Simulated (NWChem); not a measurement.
System: AlHOF2; SMILES [OH][Al]([F])[F]

Input file for NWChem:

```
start job
memory heap 200 mb stack 900 mb global 1100 mb
geometry units angstroms noautosym nocenter noautoz
  Al     0.024300    -0.034803     0.000000
  F     -0.827078     1.397412     0.000000
  F      1.685524     0.027221     0.000000
  O     -0.732853    -1.555647     0.000000
  H     -1.698501    -1.646012     0.000000
end
basis spherical
  * library aug-cc-pvdz
end
dft
  xc b3lyp
  iterations 150
end
property
  response 1 0.0773
end
task dft property
```

The geometry was optimised at PBE-D3(BJ)/def2-SVP.

Field at 589 nm.

Question: Predict the main results of this run. (B3LYP/aug-cc-pVDZ.) Quantities: isotropic polarisability (bohr³); anisotropy (bohr³).

Answer: 
| Quantity | Result |
|---|---|
| isotropic polarisability (bohr³) | 26.7 |
| anisotropy (bohr³) | 4.8 |
